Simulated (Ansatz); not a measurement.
Geometry optimisation, Ansatz, RKS LDA/def2-SVP.

Input file:

```yaml
crystal:
  periodic: [false, false, false]
  atoms:
    - { symbol: Si, position_ang: [-0.222, 0.001, -0.1548] }
    - { symbol: H, position_ang: [1.3258, 0.9525, 0.3114] }
    - { symbol: O, position_ang: [0.1461, -1.4314, -0.7817] }
    - { symbol: O, position_ang: [-1.4559, 0.3769, 0.7989] }
    - { symbol: O, position_ang: [-0.4501, 0.9433, -1.4616] }
    - { symbol: H, position_ang: [1.6422, 0.5518, 1.1439] }
    - { symbol: Br, position_ang: [0.8087, -0.9501, 2.1581] }
    - { symbol: H, position_ang: [0.3435, -2.1745, -0.2095] }
    - { symbol: H, position_ang: [-2.1065, 1.0041, 0.4864] }
    - { symbol: H, position_ang: [-0.0317, 0.7265, -2.2912] }
basis:
  gaussian: { orbitals: def2-SVP }
hamiltonian:
  xc: lda
relax:
  f_tol: 0.15
  max_steps: 25
  restrain:
    - { distance: [0, 6], at: 3.61, k: 30.0 }
    - { distance: [5, 1], at: 1.92, k: 30.0 }
    - { distance: [0, 1], at: 1.42, k: 30.0 }
    - { distance: [5, 6], at: 1.51, k: 30.0 }
```

Run as:

```bash
$ ansatz run input.yaml --threads 2 --pin off --max-ram 3072MiB --backend cpu --events-out ev --progress --plain --runs-dir out
```

Where does it end, and by what steps?

It converged. The restraints hold the end off the free minimum. After 10 steps the energy has fallen by 1.315 eV (the restraints' own energy left out); H6 moved furthest, 0.90 Å. Joined: Si1–H2 (1.88 → 1.45 Å), H6–Br7 (1.99 → 1.49 Å).

```tsv
step	energy less start (eV)	largest force component (eV/Å)	accepted
0	0.0000	1.269	yes
1	0.0815	2.436	yes
2	-0.1279	4.981	yes
3	-0.5662	4.543	yes
4	-1.0571	1.747	yes
5	-1.1637	1.009	yes
6	-1.2366	0.893	yes
7	-1.2373	1.132	yes
8	-1.3051	0.788	yes
9	-1.3125	1.138	yes
10	-1.3151	0.872	yes
```

```xyz
10
Properties=species:S:1:pos:R:3
Si -0.130 0.416 -0.381
H 1.037 1.032 0.227
O 0.095 -1.193 -0.644
O -1.308 0.821 0.690
O -0.468 1.039 -1.867
H 1.404 -0.057 1.759
Br 1.422 -1.440 2.302
H 0.435 -1.694 0.130
H -2.218 0.639 0.391
H -0.269 0.436 -2.607
```

Run time: 11 s on 2 threads of Intel(R) Xeon(R) Platinum 8488C (Sapphire Rapids), on a shared host, peak memory 0.18 GiB.
